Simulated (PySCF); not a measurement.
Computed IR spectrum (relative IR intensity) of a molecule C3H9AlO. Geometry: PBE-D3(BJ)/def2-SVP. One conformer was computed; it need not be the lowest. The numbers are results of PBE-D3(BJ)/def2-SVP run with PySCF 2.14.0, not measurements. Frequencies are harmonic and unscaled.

Lines under 2 % of the strongest are left out, and lines within 2 cm⁻¹ are merged.

ν (cm⁻¹): 144 (vw), 291 (w), 397 (s), 541 (w), 583 (s), 625 (w), 643 (m), 701 (vs), 835 (s), 928 (w), 1016 (w), 1161 (w), 1169 (w), 1344 (vw), 1434 (vw), 2944 (w), 2950 (m), 2985 (vw), 3024 (w), 3035 (m), 3051 (vw), 3076 (vw), 3801 (m) (against the strongest line: vs over 80 %, s over 45 %, m over 15 %, w over 4 %, vw less)

Q: Which structure fits?
A) C[CH2][Al]([CH3])[OH]
B) C[O][Al]([CH3])[CH3]
C) C[CH2][AlH][O]C
D) C[CH](C)[AlH][OH]

A: A, C[CH2][Al]([CH3])[OH]
